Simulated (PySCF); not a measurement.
C2H6S, charge +1, doublet, geometry from GFN2-xTB (a state made from the parent by changing its charge; the spin is typed, not shown lowest), with bond 7-3 at 1.3 times its length; TPSS/STO-3G (PySCF).

Here is a job for PySCF.
```python
from pyscf import gto, scf, dft

mol = gto.M(
    atom='''
C     1.280893    0.211694    0.683356
S     0.014998    0.283227   -0.566551
C    -1.303907   -0.646300    0.186007
H     1.542266   -0.823657    0.904808
H     2.157716    0.740657    0.316898
H     0.932316    0.678877    1.605392
H    -0.889156   -1.978777    0.437890
H    -2.153038   -0.652327   -0.493589
H    -1.596275   -0.196255    1.135370
''',
    basis='sto-3g',
    charge=1,
    spin=1,
    verbose=4,
)

mf = dft.UKS(mol)
mf.xc = 'tpss'
mf.init_guess = '1e'
mf.kernel()
mf.analyze()
```

The log (banner, timings and long lists left out):

```
PySCF version 2.14.0

[INPUT] verbose = 4
[INPUT] num. atoms = 9
[INPUT] num. electrons = 33
[INPUT] charge = 1
[INPUT] spin (= nelec alpha-beta = 2S) = 1
[INPUT] symmetry False subgroup None
[INPUT] Mole.unit = angstrom
[INPUT] Symbol           X                Y                Z      unit          X                Y                Z       unit  Magmom
[...]
nuclear repulsion = 110.781316060488
number of shells = 17
number of NR pGTOs = 75
number of NR cGTOs = 25
basis = sto-3g
ecp = {}

******** <class 'pyscf.dft.uks.UKS'> ********
method = UKS
initial guess = 1e
damping factor = 0
level_shift factor = 0
DIIS = <class 'pyscf.scf.diis.CDIIS'>
diis_start_cycle = 1
diis_space = 8
diis_damp = 0
SCF conv_tol = 1e-09
SCF conv_tol_grad = None
SCF max_cycles = 50
direct_scf = True
direct_scf_tol = 1e-13
number electrons alpha = 17  beta = 16
XC library pyscf.dft.libxc version 7.1.2
    S. Lehtola, C. Steigemann, M. J. T. Oliveira, and M. A. L. Marques,  SoftwareX 7, 1–5 (2018)
XC functionals = tpss
    J. Tao, J. P. Perdew, V. N. Staroverov, and G. E. Scuseria,  Phys. Rev. Lett. 91, 146401 (2003)
    J. P. Perdew, J. Tao, V. N. Staroverov, and G. E. Scuseria,  J. Chem. Phys. 120, 6898 (2004)
    J. Tao, J. P. Perdew, V. N. Staroverov, and G. E. Scuseria,  Phys. Rev. Lett. 91, 146401 (2003)
    J. P. Perdew, J. Tao, V. N. Staroverov, and G. E. Scuseria,  J. Chem. Phys. 120, 6898 (2004)
radial grids:
    Treutler-Ahlrichs [JCP 102, 346 (1995); DOI:10.1063/1.469408] (M4) radial grids

becke partition: Becke, JCP 88, 2547 (1988); DOI:10.1063/1.454033
pruning grids: <function nwchem_prune>
grids dens level: 3
symmetrized grids: False
atomic radii adjust function: <function treutler_atomic_radii_adjust>
small_rho_cutoff = 0
Set gradient conv threshold to 3.16228e-05
Initial guess from hcore.

tot grids = 105968
init E= -464.065135559874
cycle= 1 E= -460.87657970485  delta_E= 3.19  |g|= 2.49  |ddm|= 9.09
cycle= 2 E= -456.689255684659  delta_E= 4.19  |g|= 1.58  |ddm|= 9.59
cycle= 3 E= -455.007655147764  delta_E= 1.68  |g|= 2.31  |ddm|= 9.41
cycle= 4 E= -470.493689795762  delta_E= -15.5  |g|= 1.45  |ddm|= 6.34
cycle= 5 E= -471.146922376017  delta_E= -0.653  |g|= 1.14  |ddm|= 1.54
cycle= 6 E= -467.91226019808  delta_E= 3.23  |g|= 1.76  |ddm|= 2.52
cycle= 7 E= -467.796269342465  delta_E= 0.116  |g|= 1.71  |ddm|= 0.222
cycle= 8 E= -467.947996408144  delta_E= -0.152  |g|= 1.76  |ddm|= 0.281
cycle= 9 E= -468.413288052411  delta_E= -0.465  |g|= 1.86  |ddm|= 0.677
[...]
converged SCF energy = -472.432509206545  <S^2> = 0.75293386  2S+1 = 2.0029317
Total Energy =                        -472.432509206544808
[...]
**** MO energy ****
                             alpha | beta                alpha | beta
[...]
To work with the spin densities directly, `use mulliken_meta_spin()` only printing them here.

 ** Mulliken spin pop alpha/beta on meta-lowdin orthogonal AOs **
 ** Mulliken Spin Density (per AO)  **
spin_pop of  0 C 1s        0.00000
spin_pop of  0 C 2s       -0.00550
spin_pop of  0 C 2px      -0.01037
spin_pop of  0 C 2py       0.00325
spin_pop of  0 C 2pz      -0.01188
spin_pop of  1 S 1s        0.00000
spin_pop of  1 S 2s        0.00000
spin_pop of  1 S 3s        0.01109
spin_pop of  1 S 2px       0.00005
spin_pop of  1 S 2py       0.00030
spin_pop of  1 S 2pz       0.00007
spin_pop of  1 S 3px       0.12390
spin_pop of  1 S 3py       0.59586
spin_pop of  1 S 3pz       0.14546
spin_pop of  2 C 1s        0.00000
spin_pop of  2 C 2s       -0.00947
spin_pop of  2 C 2px      -0.01412
spin_pop of  2 C 2py      -0.01066
spin_pop of  2 C 2pz      -0.00749
spin_pop of  3 H 1s        0.02983
spin_pop of  4 H 1s        0.00053
spin_pop of  5 H 1s        0.03045
spin_pop of  6 H 1s        0.09785
spin_pop of  7 H 1s        0.00069
spin_pop of  8 H 1s        0.03014
 ** Mulliken Spin Density (per atom)  **
spin density of  0 C =     -0.02449
spin density of  1 S =      0.87674
spin density of  2 C =     -0.04174
spin density of  3 H =      0.02983
spin density of  4 H =      0.00053
spin density of  5 H =      0.03045
spin density of  6 H =      0.09785
spin density of  7 H =      0.00069
spin density of  8 H =      0.03014
 ** Mulliken pop alpha/beta on meta-lowdin orthogonal AOs **
 ** Mulliken pop       alpha | beta **
[...]
In total            17.00000 | 16.00000
 ** Mulliken atomic charges   ( Nelec_alpha | Nelec_beta ) **
charge of  0C =     -0.18642  (     3.08096      3.10546 )
charge of  1S =      0.67898  (     8.09888      7.22214 )
charge of  2C =     -0.15778  (     3.05802      3.09976 )
charge of  3H =      0.10910  (     0.46037      0.43053 )
charge of  4H =      0.10875  (     0.44589      0.44536 )
charge of  5H =      0.10989  (     0.46028      0.42983 )
charge of  6H =      0.12722  (     0.48532      0.38746 )
charge of  7H =      0.10415  (     0.44827      0.44758 )
charge of  8H =      0.10610  (     0.46202      0.43188 )

WARN: System has nonzero charge 1; the dipole moment is origin-dependent.
Location of origin: [0. 0. 0.]

Dipole moment(X, Y, Z, Debye): -0.17371, -0.64777,  0.66941
```
